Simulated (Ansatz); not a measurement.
Input file for Ansatz (a quantum-chemistry and plane-wave program): U-CCSDT(Q)/cc-pV(T+d)Z on PH (SMILES [PH]), 2S+1 = 3, a spin state set in the input, which need not be the lowest, at the other state's geometry. Files ending in .json are basis or fitting sets from the Basis Set Exchange.

Ansatz 0.2 input:
```yaml
crystal:
  periodic: [false, false, false]
  atoms:
    - {symbol: P, position_ang: [-0.00000000, -0.00000000, -0.08930384]}
    - {symbol: H, position_ang: [0.00000000, 0.00000000, 1.33955760]}
basis:
  gaussian:
    orbitals: cc-pV_T+d_Z.json
magnetization: {spin_polarized: true, initial_magnetization: 2}
correlation: {method: ccsdt_q, electrons: outside_noble_gas}
scf: {omitted_lower_state_checks: [cluster_reference]}
```

The log:

```
Functional definition: HF
[...]
these checks for a lower state are left out or cut short: cluster_reference
integrals: 0.04 GiB planned
579 factors; integrals over basis functions are off by at most 2.3e-7 eV
mean field: 0.10 GiB planned
mean field evaluation 1: about -9286.7904 eV, gradient 5.7e0 eV
mean field evaluation 2: about -9286.7916 eV, gradient 5.7e0 eV
mean field evaluation 4: about -9287.2008 eV, gradient 6.8e-1 eV
mean field evaluation 8: about -9287.2095 eV, gradient 2.8e-3 eV
mean field -9287.20954486 eV, -341.2986556769 hartree, gradient 8.0e-6 eV, S^2 2.028054; 0 other end points of the search recorded, 0 dependent functions left out
5 core orbitals not correlated
reference -9287.20954486 eV, -341.2986556769 hartree; 4, 2 occupied and 44, 46 virtual orbitals, 579 factors
second order -2.89093517 eV of doubles, -0.00000000 eV of singles
coupled cluster: 0.27 GiB planned
cycle   1  -3.35576831 eV  change   -4.6e-1 eV  update   6.1e-2
cycle   2  -3.68887263 eV  change   -3.3e-1 eV  update   2.8e-2
cycle   3  -3.69868365 eV  change   -9.8e-3 eV  update   8.5e-3
cycle   4  -3.69939309 eV  change   -7.1e-4 eV  update   3.9e-3
cycle   5  -3.69996269 eV  change   -5.7e-4 eV  update   9.8e-4
cycle   6  -3.69925614 eV  change    7.1e-4 eV  update   4.2e-4
cycle   7  -3.69945932 eV  change   -2.0e-4 eV  update   1.2e-4
cycle   8  -3.69956622 eV  change   -1.1e-4 eV  update   4.0e-5
cycle   9  -3.69952994 eV  change    3.6e-5 eV  update   1.7e-5
cycle  10  -3.69952179 eV  change    8.1e-6 eV  update   7.6e-6
cycle  11  -3.69952714 eV  change   -5.4e-6 eV  update   4.0e-6
cycle  12  -3.69952806 eV  change   -9.2e-7 eV  update   1.6e-6
cycle  13  -3.69952708 eV  change    9.8e-7 eV  update   7.4e-7
cycle  14  -3.69952633 eV  change    7.6e-7 eV  update   2.7e-7
cycle  15  -3.69952633 eV  change   -2.3e-9 eV  update   1.0e-7
perturbative correction -0.00349175 eV, -0.0001283194 hartree
Total energy: -9290.91256294 eV, -341.4347390813 hartree
Checks for a lower state left out: cluster_reference
```

The calculation finished and met its thresholds.

Cost: around 20 core-seconds (rough).
